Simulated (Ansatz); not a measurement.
Basis-set extrapolation for CH7ClN2Si, SMILES `C[Si](N)(N)Cl` (PBE0-D4/def2-TZVP geometry, frozen core, the Gaussian-basis code of Ansatz). Multiplicity 1, RHF reference.

|  | def2-TZVPP | def2-QZVPP |
| --- | --- | --- |
| HF | -899.515003 | -899.544778 |
| MP2 correlation | -0.917220 | -0.989483 |
| CCSD(T) correlation | -1.004222 | not run |

Energies in hartree. Use E(X) = E(∞) + A·exp(−7.88·√X) for Hartree–Fock and E(X) = E(∞) + B·X^(−2.97) for correlation, with X = 3 and 4, and add CCSD(T) minus MP2 of the smaller set to the MP2 limit.

Problem. What is the CCSD(T) energy at the basis-set limit?

Solution. HF limit: -899.544778 + (-0.029775) × 0.13774 = -899.54888. MP2 limit: -0.989483 + (-0.072263) × 0.74074 = -1.04301. Higher-order term: -1.004222 − (-0.917220) = -0.08700. Total: -900.67889 hartree, 419.2 kJ/mol below CCSD(T)/def2-TZVPP.
